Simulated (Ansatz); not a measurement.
Basis-set extrapolation for B₂H₄S₂, SMILES `BSBS` (PBE0-D4/def2-TZVP geometry, frozen core, the Gaussian-basis code of Ansatz). Multiplicity 1, RHF reference.

|  | def2-TZVPP | def2-QZVPP |
| --- | --- | --- |
| HF | -846.861775 | -846.886236 |
| MP2 correlation | -0.554220 | -0.598011 |
| CCSD(T) correlation | -0.635793 | not run |

Energies in hartree. Use E(X) = E(∞) + A·exp(−7.88·√X) for Hartree–Fock and E(X) = E(∞) + B·X^(−2.97) for correlation, with X = 3 and 4, and add CCSD(T) minus MP2 of the smaller set to the MP2 limit.

Task: What is the CCSD(T) energy at the basis-set limit?

Result: HF limit: -846.886236 + (-0.024461) × 0.13774 = -846.88961. MP2 limit: -0.598011 + (-0.043791) × 0.74074 = -0.63045. Higher-order term: -0.635793 − (-0.554220) = -0.08157. Total: -847.60163 hartree, 2.83 eV below CCSD(T)/def2-TZVPP.
